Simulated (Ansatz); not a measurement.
The cluster Si4Ni⁺. Total charge 1; doublet. Geometry PBE-D4/def2-SVP.

Cartesian coordinates in Å:
```
Ni -0.823 1.070 -0.142
Si 0.947 -0.270 -1.014
Si -0.127 -0.797 1.158
Si -1.285 -1.106 -0.863
Si 1.289 1.104 0.860
```

Another isomer (doublet) lies 0.18 eV lower at PBE0-D4/def2-TZVP; other spin states weren't run for this one.

(1) Estimate the α-spin orbital energies around the gap (eV) in Ansatz with PBE-D4/def2-TZVP, BLYP-D4/def2-TZVP, r2SCAN-D4/def2-TZVP, r2SCANh-D4/def2-TZVP, ωB97X-V/def2-TZVP.

Results:

(1) 
```json
{"orbital": "HOMO−5", "PBE-D4/def2-TZVP": "-11.87", "BLYP-D4/def2-TZVP": "-11.65", "r2SCAN-D4/def2-TZVP": "-12.17", "r2SCANh-D4/def2-TZVP": "-12.90", "ωB97X-V/def2-TZVP": "-16.62"}
{"orbital": "HOMO−4", "PBE-D4/def2-TZVP": "-11.78", "BLYP-D4/def2-TZVP": "-11.57", "r2SCAN-D4/def2-TZVP": "-12.05", "r2SCANh-D4/def2-TZVP": "-12.87", "ωB97X-V/def2-TZVP": "-15.88"}
{"orbital": "HOMO−3", "PBE-D4/def2-TZVP": "-11.31", "BLYP-D4/def2-TZVP": "-11.10", "r2SCAN-D4/def2-TZVP": "-11.56", "r2SCANh-D4/def2-TZVP": "-12.16", "ωB97X-V/def2-TZVP": "-14.68"}
{"orbital": "HOMO−2", "PBE-D4/def2-TZVP": "-10.72", "BLYP-D4/def2-TZVP": "-10.47", "r2SCAN-D4/def2-TZVP": "-11.04", "r2SCANh-D4/def2-TZVP": "-11.39", "ωB97X-V/def2-TZVP": "-13.45"}
{"orbital": "HOMO−1", "PBE-D4/def2-TZVP": "-10.34", "BLYP-D4/def2-TZVP": "-10.11", "r2SCAN-D4/def2-TZVP": "-10.58", "r2SCANh-D4/def2-TZVP": "-11.06", "ωB97X-V/def2-TZVP": "-13.40"}
{"orbital": "HOMO", "PBE-D4/def2-TZVP": "-10.28", "BLYP-D4/def2-TZVP": "-10.06", "r2SCAN-D4/def2-TZVP": "-10.43", "r2SCANh-D4/def2-TZVP": "-10.75", "ωB97X-V/def2-TZVP": "-13.09"}
{"orbital": "LUMO", "PBE-D4/def2-TZVP": "-8.99", "BLYP-D4/def2-TZVP": "-8.75", "r2SCAN-D4/def2-TZVP": "-9.00", "r2SCANh-D4/def2-TZVP": "-8.77", "ωB97X-V/def2-TZVP": "-6.56"}
{"orbital": "LUMO+1", "PBE-D4/def2-TZVP": "-8.79", "BLYP-D4/def2-TZVP": "-8.57", "r2SCAN-D4/def2-TZVP": "-8.79", "r2SCANh-D4/def2-TZVP": "-8.59", "ωB97X-V/def2-TZVP": "-6.51"}
{"orbital": "LUMO+2", "PBE-D4/def2-TZVP": "-7.91", "BLYP-D4/def2-TZVP": "-7.78", "r2SCAN-D4/def2-TZVP": "-7.75", "r2SCANh-D4/def2-TZVP": "-7.48", "ωB97X-V/def2-TZVP": "-5.30"}
{"orbital": "LUMO+3", "PBE-D4/def2-TZVP": "-7.04", "BLYP-D4/def2-TZVP": "-6.81", "r2SCAN-D4/def2-TZVP": "-6.92", "r2SCANh-D4/def2-TZVP": "-6.60", "ωB97X-V/def2-TZVP": "-4.28"}
{"orbital": "LUMO+4", "PBE-D4/def2-TZVP": "-6.06", "BLYP-D4/def2-TZVP": "-5.92", "r2SCAN-D4/def2-TZVP": "-5.79", "r2SCANh-D4/def2-TZVP": "-5.53", "ωB97X-V/def2-TZVP": "-3.39"}
{"orbital": "LUMO+5", "PBE-D4/def2-TZVP": "-5.20", "BLYP-D4/def2-TZVP": "-5.04", "r2SCAN-D4/def2-TZVP": "-4.84", "r2SCANh-D4/def2-TZVP": "-4.54", "ωB97X-V/def2-TZVP": "-2.35"}
{"orbital": "β HOMO", "PBE-D4/def2-TZVP": "-10.19", "BLYP-D4/def2-TZVP": "-9.98", "r2SCAN-D4/def2-TZVP": "-10.38", "r2SCANh-D4/def2-TZVP": "-10.70", "ωB97X-V/def2-TZVP": "-13.04"}
{"orbital": "β LUMO", "PBE-D4/def2-TZVP": "-9.93", "BLYP-D4/def2-TZVP": "-9.75", "r2SCAN-D4/def2-TZVP": "-9.81", "r2SCANh-D4/def2-TZVP": "-9.39", "ωB97X-V/def2-TZVP": "-6.51"}
```
